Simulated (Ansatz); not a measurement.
One change: `CC(C)[O][MgH]` becomes `CC(C)[O][Zn][Cl]`.

Ansatz, PBE0-D4/def2-TZVP geometries, multiplicity 1. Each molecule was computed in one conformer, which needn't be the lowest.

Scalar relativity is left out up to krypton.

| property | `CC(C)[O][MgH]` |
| --- | --- |
| HOMO energy (ωB97M-V/def2-TZVPP) / eV | -9.51 |
| size of the dipole moment (ωB97M-V/def2-TZVPP) / D | 0.19 |
| LUMO energy (PBE0/def2-TZVPP) / eV | -0.56 |
| size of the dipole moment (PBE/def2-TZVPP) / D | 0.13 |
| HOMO–LUMO gap (PBE/def2-TZVPP) / eV | 4.37 |
| zero-point energy (PBE0-D4/def2-TZVP) / kJ/mol | 269.6 |

Q: What does the change do to each property? (Estimate.)

A: Computed: 
| property | `CC(C)[O][Zn][Cl]` | shift |
| --- | --- | --- |
| HOMO energy (ωB97M-V/def2-TZVPP) / eV | -10.10 | -0.59 |
| size of the dipole moment (ωB97M-V/def2-TZVPP) / D | 1.90 | 1.71 |
| LUMO energy (PBE0/def2-TZVPP) / eV | -1.07 | -0.51 |
| size of the dipole moment (PBE/def2-TZVPP) / D | 1.95 | 1.82 |
| HOMO–LUMO gap (PBE/def2-TZVPP) / eV | 4.23 | -0.14 |
| zero-point energy (PBE0-D4/def2-TZVP) / kJ/mol | 259.4 | -10.2 |

With PBE0 the HOMO falls by 0.61 eV and the LUMO falls by 0.51 eV, so the gap widens by about 0.10 eV. PBE moves the HOMO by -0.56 eV and ωB97M-V by -0.59 eV. Dipoles are sizes alone; their direction can turn.
